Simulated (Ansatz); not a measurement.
Frontier orbitals of CH7AlOSSi (`[AlH2][CH](S)O[SiH3]`).

```xyz
12

Al    0.6780   -0.7295    2.1571
C    -0.0728   -0.5387    0.3485
S     1.7890   -0.3400   -0.0491
O    -0.8548    0.4962   -0.1171
Si   -1.1634    0.7635   -1.7261
H     0.9201    0.5936    2.9943
H     0.8975   -2.2059    2.6860
H    -0.2801   -1.4891   -0.1619
H     1.8782    0.9182    0.4226
H    -2.3672    1.6228   -1.7703
H    -0.0206    1.4487   -2.3819
H    -1.4041   -0.5398   -2.4022
```

Total charge 0; spin multiplicity 1. The structure was optimised at the PBE0-D4/def2-TZVP level. It is one conformer, not always the lowest. Basis def2-TZVPP, Ansatz 0.2.0.

Orbital energies of one run (eV). Highest occupied ones, from the top: -8.44, -9.53, -9.82, -10.37, -11.14, -11.63, -12.23, -12.91, -13.96, -14.64, -14.92, -17.40, -19.80, -23.63. Empty: 0.42, 0.69, 1.13, 1.63, 2.20, 2.36.

(1) Which functional gave them?
A. ωB97M-V
B. BLYP
C. r2SCAN
D. CAM-B3LYP

## Answers

(1) D. HOMO energies: CAM-B3LYP -8.44, r2SCAN -6.19, ωB97M-V -9.30, BLYP -5.82 eV.
